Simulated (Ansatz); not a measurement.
`C=[N][AlH][SiH2]Br`. Charge 0, multiplicity 1. Correlated methods include outer-core shells of Br, which these sets cover unevenly. Scalar relativity is left out up to krypton.

```xyz
10

C     0.1017    1.0974   -2.1799
N    -0.4314    0.8229   -1.0914
Al   -1.0857    0.3728    0.4592
Si    0.3742   -1.1305    1.7299
Br    2.2233   -1.5248    0.5222
H     0.7704    1.9616   -2.3066
H    -0.0629    0.4943   -3.0848
H    -2.4945    0.9413    0.8967
H     0.8335   -0.5748    3.0327
H    -0.2287   -2.4603    2.0220
```

Q: Give the diagnostics of a CCSD(T)/def2-TZVPP run (frozen core, Ansatz 0.2.0). (An estimate is asked.)

A: The calculation gave: T1 = 0.0124, largest single amplitude 0.040, largest double 0.030, (T) share of the correlation energy 3.9 %, 10 CCSD cycles. The RHF solution is stable towards an unrestricted one. T1 lies under the customary mark of 0.02 for closed shells.
